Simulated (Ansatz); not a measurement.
A run for Ansatz (a first-principles code): R-CCSD(T)/cc-pV(D+d)Z on C3H10Si (SMILES C[SiH](C)C). Files ending in .json are basis or fitting sets from the Basis Set Exchange.

Ansatz 0.2 input:
```yaml
crystal:
  periodic: [false, false, false]
  atoms:
    - {symbol: C, position_ang: [-0.90930555, 1.52759955, 0.12847254]}
    - {symbol: Si, position_ang: [0.05346556, 0.03744984, -0.48765915]}
    - {symbol: C, position_ang: [-0.88296767, -1.54472888, -0.10439397]}
    - {symbol: C, position_ang: [1.75641037, -0.00796129, 0.30291086]}
    - {symbol: H, position_ang: [-0.38425558, 2.45848412, -0.09621936]}
    - {symbol: H, position_ang: [-1.89629407, 1.58065335, -0.33601346]}
    - {symbol: H, position_ang: [-1.05208818, 1.47786035, 1.21086548]}
    - {symbol: H, position_ang: [0.21529108, 0.15071499, -1.96335306]}
    - {symbol: H, position_ang: [-0.34551924, -2.42152879, -0.47192081]}
    - {symbol: H, position_ang: [-1.01937259, -1.66442529, 0.97333791]}
    - {symbol: H, position_ang: [-1.87207124, -1.54124051, -0.56739308]}
    - {symbol: H, position_ang: [2.32240920, 0.89798472, 0.07572839]}
    - {symbol: H, position_ang: [1.67840100, -0.08894103, 1.39001445]}
    - {symbol: H, position_ang: [2.33589689, -0.86192116, -0.05437674]}
basis:
  gaussian:
    orbitals: cc-pV_D+d_Z.json
magnetization: {spin_polarized: false}
correlation: {method: ccsd_t, electrons: outside_noble_gas}
scf: {lower_state_search: off}
```

Program output:

```
WARN ansatz: RAYON_NUM_THREADS=1 ignored (pool sized by the plan → 1); use --threads N
Functional definition: HF
these checks for a lower state are left out or cut short: stability, starts, cluster_reference, orbital_swaps, neighbouring_geometries, increment
integrals: 0.19 GiB planned
1083 factors; integrals over basis functions are off by at most 1.0e-3 eV
mean field: 0.33 GiB planned
mean field evaluation 1: about -11109.8797 eV, gradient 3.3e1 eV
mean field evaluation 2: about -11109.9554 eV, gradient 3.3e1 eV
mean field evaluation 4: about -11113.0231 eV, gradient 2.8e0 eV
mean field evaluation 8: about -11113.0572 eV, gradient 3.5e-4 eV
mean field -11113.05715379 eV, -408.3973177010 hartree, gradient 3.5e-6 eV, S^2 0.000000; 0 other end points of the search recorded, 0 dependent functions left out
8 core orbitals not correlated
reference -11113.05715379 eV, -408.3973177010 hartree; 13, 13 occupied and 94, 94 virtual orbitals, 1083 factors
second order -14.85686679 eV of doubles, -0.00000000 eV of singles
coupled cluster: 0.58 GiB planned
cycle   1  -16.17389430 eV  change    -1.3e0 eV  update   7.9e-2
cycle   2  -16.62965915 eV  change   -4.6e-1 eV  update   2.4e-2
cycle   3  -16.67218080 eV  change   -4.3e-2 eV  update   6.5e-3
cycle   4  -16.67293836 eV  change   -7.6e-4 eV  update   1.9e-3
cycle   5  -16.67287725 eV  change    6.1e-5 eV  update   5.0e-4
cycle   6  -16.67287074 eV  change    6.5e-6 eV  update   1.5e-4
cycle   7  -16.67287953 eV  change   -8.8e-6 eV  update   4.1e-5
cycle   8  -16.67288132 eV  change   -1.8e-6 eV  update   1.3e-5
perturbative correction -0.44803358 eV, -0.0164649305 hartree
Total energy: -11130.17806869 eV, -409.0264997187 hartree
Checks for a lower state left out: stability, starts, cluster_reference, orbital_swaps, neighbouring_geometries, increment
```

The calculation finished and met its thresholds.

Cost: very roughly 7 core-seconds.
